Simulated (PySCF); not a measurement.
CH7FSi2, SMILES FC[SiH2][SiH3], GFN2-xTB optimised geometry.

```
11

F      1.74    -0.62     0.00
C      0.36    -0.62     0.00
Si    -0.29     1.19     0.00
Si     0.76     2.37     1.70
H      0.05    -1.19    -0.88
H      0.06    -1.18     0.89
H     -1.74     1.03     0.12
H     -0.03     1.70    -1.35
H      0.11     3.66     1.89
H      0.69     1.66     2.98
H      2.17     2.63     1.42
```

Density from PySCF 2.14.0 with CAM-B3LYP/def2-TZVP at that geometry.

Minimum of the electron density along straight lines between bonded atoms, close to the bond critical point (lines longer than 1.1 times the sum of covalent radii, or with two minima, are not listed):

| bond | length / Å | ρ at the minimum / e bohr⁻³ | ∇²ρ there / e bohr⁻⁵ | position (fraction from the first atom) |
|---|---|---|---|---|
| F1–C2 | 1.384 | ___ | -0.10 | 0.67 |
| C2–Si3 | 1.923 | 0.116 | ___ | 0.62 |
| Si3–Si4 | 2.314 | 0.100 | ___ | 0.53 |
| C2–H5 | 1.092 | 0.285 | -1.01 | 0.65 |
| C2–H6 | 1.093 | 0.285 | -1.01 | 0.65 |
| Si3–H7 | 1.470 | 0.123 | 0.17 | 0.49 |
| Si3–H8 | 1.469 | 0.124 | 0.17 | 0.49 |
| Si4–H9 | 1.467 | 0.123 | 0.18 | 0.49 |
| Si4–H10 | 1.467 | 0.123 | 0.18 | 0.49 |
| Si4–H11 | 1.464 | 0.124 | 0.18 | 0.49 |

Question: What belongs in the gaps?

Answer: 
- F1–C2, ρ at the minimum / e bohr⁻³: 0.239
- C2–Si3, ∇²ρ there / e bohr⁻⁵: 0.14
- Si3–Si4, ∇²ρ there / e bohr⁻⁵: -0.19
